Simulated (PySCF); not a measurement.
Isomers of C6H11FS, mass 134.057 u with the commonest isotopes. Method: PBE0/pcSseg-1 in PySCF (dipole) on a GFN2-xTB geometry, gas phase. One conformer each, none proved a minimum here; rigid rotors.

Question: Order these by dipole moment, smallest first.
A. `[F:1][C@H:2]1[CH2:3][CH2:4][CH2:5][CH2:6][S:7][CH2:8]1` with F1–C2–C3–C4 73°, C2–C3–C4–C5 96°, C3–C4–C5–C6 -74°, C4–C5–C6–S7 61°
B. `[CH3:1][C@@H:2]1[CH2:3][CH2:4][S:5][C@@H:6]1[CH2:7][F:8]` with S5–C6–C7–F8 -72°, C1–C2–C3–C4 -175°, C2–C3–C4–S5 37°, C3–C4–S5–C6 -13°, C4–S5–C6–C7 112°
C. `[F:1][CH2:2][C@H:3]1[CH2:4][CH2:5][CH2:6][CH2:7][S:8]1` with F1–C2–C3–C4 -59°, C2–C3–C4–C5 71°, C3–C4–C5–C6 61°, C4–C5–C6–C7 -64°, C5–C6–C7–S8 65°

Answer: A (1.41 D), C (1.55 D), B (2.15 D).

Question: Order these by rotational constant A, largest first.
A. `[F:1][C@H:2]1[CH2:3][CH2:4][CH2:5][CH2:6][S:7][CH2:8]1` with F1–C2–C3–C4 73°, C2–C3–C4–C5 96°, C3–C4–C5–C6 -74°, C4–C5–C6–S7 61°
B. `[F:1][CH2:2][C@H:3]1[CH2:4][CH2:5][CH2:6][CH2:7][S:8]1` with F1–C2–C3–C4 -59°, C2–C3–C4–C5 71°, C3–C4–C5–C6 61°, C4–C5–C6–C7 -64°, C5–C6–C7–S8 65°
C. `[CH3:1][C@@H:2]1[CH2:3][CH2:4][S:5][C@@H:6]1[CH2:7][F:8]` with S5–C6–C7–F8 -72°, C1–C2–C3–C4 -175°, C2–C3–C4–S5 37°, C3–C4–S5–C6 -13°, C4–S5–C6–C7 112°

Answer: A (2361 MHz), C (2127 MHz), B (2051 MHz).

Question: Order these by rotational constant C, largest first.
A. `[F:1][C@H:2]1[CH2:3][CH2:4][CH2:5][CH2:6][S:7][CH2:8]1` with F1–C2–C3–C4 73°, C2–C3–C4–C5 96°, C3–C4–C5–C6 -74°, C4–C5–C6–S7 61°
B. `[F:1][CH2:2][C@H:3]1[CH2:4][CH2:5][CH2:6][CH2:7][S:8]1` with F1–C2–C3–C4 -59°, C2–C3–C4–C5 71°, C3–C4–C5–C6 61°, C4–C5–C6–C7 -64°, C5–C6–C7–S8 65°
C. `[CH3:1][C@@H:2]1[CH2:3][CH2:4][S:5][C@@H:6]1[CH2:7][F:8]` with S5–C6–C7–F8 -72°, C1–C2–C3–C4 -175°, C2–C3–C4–S5 37°, C3–C4–S5–C6 -13°, C4–S5–C6–C7 112°

Answer: B (1372 MHz), C (1247 MHz), A (1068 MHz).

```json
{"SMILES": "FC[C@H]1CCCCS1", "point group": "C1", "Ia (u·Å²)": "246.40", "Ib (u·Å²)": "305.22", "Ic (u·Å²)": "368.44", "κ": "-0.16", "μa (D)": "0.39", "μb (D)": "1.12", "μc (D)": "1.00"}
{"SMILES": "C[C@@H]1CCS[C@@H]1CF", "point group": "C1", "Ia (u·Å²)": "237.57", "Ib (u·Å²)": "308.84", "Ic (u·Å²)": "405.40", "κ": "-0.11", "μa (D)": "1.16", "μb (D)": "1.46", "μc (D)": "1.06"}
{"SMILES": "F[C@H]1CCCCSC1", "point group": "C1", "Ia (u·Å²)": "214.07", "Ib (u·Å²)": "336.22", "Ic (u·Å²)": "473.04", "κ": "-0.33", "μa (D)": "0.85", "μb (D)": "1.13", "μc (D)": "0.02"}
```
